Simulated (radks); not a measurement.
Values are calculated unless marked as measured or tabulated.
Species: Ce2+. Configuration: [Kr] 4d10 4f2 5s2 5p5 5f1 (not the ground configuration).

Code: a radial shooting solver on a logarithmic mesh with Libxc functionals. Model: scalar-relativistic Kohn-Sham, RPBE, spin-polarised, spherical densities, point nucleus; open shells are filled with parallel spins first (spin-orbit coupling, left out, can overturn this in heavy ions).

Energy parts (eV):
| part | energy |
|---|---|
| total | -241070.35 |
| kinetic | 255526.68 |
| electron-nucleus | -583192.35 |
| Hartree | 92292.12 |
| exchange-correlation | -5696.79 |

Orbitals (lengths in bohr, moments of r in powers of bohr; <r^-3> diverges for s and p1/2):
orbital  occ.  eigenvalue (eV)  <r^-3>
1s up       1        -40287.73       -
1s down     1        -40287.67       -
2s up       1        -6462.065       -
2s down     1        -6462.037       -
2p up       3        -5788.205    7973
2p down     3        -5788.154    7973
3s up       1        -1401.257       -
3s down     1        -1400.747       -
3p up       3        -1186.990    1596
3p down     3        -1186.473    1597
3d up       5        -882.9844   218.8
3d down     5        -882.5730   218.9
4s up       1        -294.6563       -
4s down     1        -293.1691       -
4p up       3        -224.9441   340.7
4p down     3        -223.4292   340.9
4d up       5        -124.7431   38.08
4d down     5        -123.1473   38.17
5s up       1         -57.6620       -
5s down     1         -55.6959       -
5p up       3         -40.2771   50.58
5p down     2         -38.4940   49.32
4f up       2         -20.7343   3.951
4f down     0         -18.9794   3.949
5f up       1          -6.4144  0.1357

The highest occupied level is 5f up at -6.414 eV. The configuration is held as typed, so some empty levels lie below it. Spin moment in Bohr magnetons: 4. Summed over all electrons, <r^2> = 75.45 bohr^2, which gives a Langevin (diamagnetic) susceptibility term of -59.8 x 10^-6 cm^3/mol. The density falls to 0.001 e/bohr^3 at r = 3.95 bohr.
